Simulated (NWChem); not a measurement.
System: C6H7, doublet; SMILES [C]1=CCCC=C1

The following NWChem deck was run.

```
start job
memory heap 200 mb stack 900 mb global 1100 mb
geometry units angstroms noautoz
  C     -1.448513    -0.114127     0.117476
  C     -0.973963     1.122877     0.093308
  C      0.506885     1.277037    -0.266965
  C      1.325428     0.067180     0.228934
  C      0.641448    -1.256146    -0.045552
  C     -0.705025    -1.335624    -0.087442
  H     -1.579196     2.008084     0.275232
  H      0.600730     1.370909    -1.360978
  H      0.910931     2.201495     0.161740
  H      2.323213     0.083210    -0.225107
  H      1.483934     0.155038     1.317541
  H      1.253929    -2.147975    -0.165600
  H     -1.218745    -2.276316    -0.268094
end
basis spherical
  * library cc-pvdz
end
dft
  odft
  mult 2
  xc b3lyp
  iterations 150
  mulliken
end
task dft energy
```

The geometry was optimised at B3LYP/6-31G* (spherical d), spin-unrestricted. No stability test was run on the SCF state. B3LYP is NWChem's, with the RPA form of VWN correlation.

Task: Predict the main results of this run. (B3LYP/cc-pVDZ, spin-unrestricted.) Quantities: basis functions; energy (Ha); highest occupied level (eV); lowest empty minus highest occupied level, either spin (eV); dipole (D); <S²>.

Result: 
- number of basis functions = 119
- energy (Ha) = -232.75
- highest occupied level (eV) = -5.90
- lowest empty minus highest occupied level, either spin (eV) = 3.85
- dipole (D) = 1.28
- <S²> = 0.764
